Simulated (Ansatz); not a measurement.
Ideal-gas functions of H₃O₄Si (`[O][Si](O)(O)O`) radical at 400 K and 1 bar, from an Ansatz frequency run at PBE0-D4/def2-TZVP.

Molar mass 95.11 g/mol, point group C1 (symmetry number 1), electronic degeneracy 2, moments of inertia 114.748, 121.917, 134.961 u Å². Harmonic wavenumbers (cm⁻¹, unscaled): 134, 219, 233, 295, 320, 338, 348, 381, 768, 814, 821, 830, 905, 1002, 1023, 3916, 3925, 3931.

Use S(trans) = R[1.5 ln M + 2.5 ln T − 1.1517]; rotational temperatures θ = 24.2544 K / I; S(rot) = R[ln(√π/σ · √(T³/θAθBθC)) + 1.5]; for each mode x = 1.438777 ν̃/T, S = R[x/(eˣ − 1) − ln(1 − e⁻ˣ)] and H = RT x/(eˣ − 1); 1 cm⁻¹ = 0.0119627 kJ/mol; R = 8.31446 J/(mol·K).

Problem. By hand: the entropy, in J/(mol·K).

Solution. Translation 171.8. Rotation: θ = 0.2114, 0.1989, 0.1797 K, giving 112.3. Vibration, mode by mode: 14.46, 10.51, 10.02, 8.20, 7.59, 7.18, 6.97, 6.32, 2.09, 1.83, 1.80, 1.75, 1.41, 1.07, 1.00, 0.00, 0.00, 0.00, in all 82.2. Electronic 5.8. Sum 372.1 J/(mol·K).

Problem. By hand: H − E and G − E in kJ/mol, counted from the electronic energy.

Solution. Zero-point energy ½ × 20203 × 0.0119627 = 120.8; thermal vibration 18.8; translation, rotation and pV give 4 RT = 13.3. H − E = 152.9 kJ/mol, and G − E = 152.9 − 400 × 372.1/1000 = 4.1 kJ/mol.

Vibration gives 22 % of the entropy, 14.5 J/(mol·K) of it from the mode under 150 cm⁻¹: soft modes count most, and the harmonic formula is weakest for them. The sum counts one conformer and one mirror image; others add a mixing term.
